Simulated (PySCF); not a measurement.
GaHFBr, SMILES [GaH]([Br])[F]. Atoms are numbered in the order given.

```xyz
4

Ga    -0.3706     0.8902     0.0000
H     -1.7730     1.5209     0.0000
F      1.0488     1.9047     0.0000
Br     0.1093    -1.3216     0.0000
```

Geometry: r2SCAN-D4/def2-TZVP.

These are TDA-CAM-B3LYP/def2-SVPD (PySCF) values and carry that method's errors.

Vertical excitations.  State labels are in the subgroup Cs.

List the lowest excited states. (Estimate from the structure and the level; the computed values follow.)


```json
[
 {"state": "S1", "symmetry": "A\"", "energy (eV)": "5.92", "λ (nm)": "210", "f": "0.002", "main pairs": "HOMO→LUMO 98 %"},
 {"state": "S2", "symmetry": "A'", "energy (eV)": "6.42", "λ (nm)": "193", "f": "0.034", "main pairs": "HOMO→LUMO+1 84 %"},
 {"state": "S3", "symmetry": "A'", "energy (eV)": "6.52", "λ (nm)": "190", "f": "0.026", "main pairs": "HOMO−1→LUMO 79 %"},
 {"state": "S4", "symmetry": "A\"", "energy (eV)": "6.59", "λ (nm)": "188", "f": "0.026", "main pairs": "HOMO−1→LUMO+1 91 %"},
 {"state": "S5", "symmetry": "A\"", "energy (eV)": "6.78", "λ (nm)": "183", "f": "0.013", "main pairs": "HOMO−2→LUMO 94 %"},
 {"state": "S6", "symmetry": "A'", "energy (eV)": "7.93", "λ (nm)": "156", "f": "0.211", "main pairs": "HOMO−2→LUMO+1 60 %, HOMO→LUMO+3 27 %"},
 {"state": "S7", "symmetry": "A'", "energy (eV)": "8.33", "λ (nm)": "149", "f": "0.071", "main pairs": "HOMO→LUMO+2 75 %"},
 {"state": "S8", "symmetry": "A\"", "energy (eV)": "8.42", "λ (nm)": "147", "f": "0.004", "main pairs": "HOMO−3→LUMO 50 %, HOMO−1→LUMO+3 33 %, HOMO−1→LUMO+2 11 %"},
 {"state": "S9", "symmetry": "A\"", "energy (eV)": "8.50", "λ (nm)": "146", "f": "0.056", "main pairs": "HOMO−1→LUMO+3 42 %, HOMO−3→LUMO 40 %, HOMO−5→LUMO 7 %"},
 {"state": "S10", "symmetry": "A'", "energy (eV)": "8.62", "λ (nm)": "144", "f": "0.186", "main pairs": "HOMO→LUMO+3 45 %, HOMO−5→LUMO+1 11 %, HOMO→LUMO+2 11 %, HOMO−2→LUMO+1 8 %"},
 {"state": "T1", "symmetry": "A\"", "energy (eV)": "5.75", "λ (nm)": "215", "f": "0", "main pairs": "HOMO→LUMO 93 %"},
 {"state": "T2", "symmetry": "A'", "energy (eV)": "5.87", "λ (nm)": "211", "f": "0", "main pairs": "HOMO−1→LUMO 96 %"},
 {"state": "T3", "symmetry": "A'", "energy (eV)": "5.91", "λ (nm)": "210", "f": "0", "main pairs": "HOMO→LUMO+1 90 %"},
 {"state": "T4", "symmetry": "A\"", "energy (eV)": "6.15", "λ (nm)": "202", "f": "0", "main pairs": "HOMO−1→LUMO+1 83 %"}
]
```
Triplets are in the Tamm–Dancoff approximation.
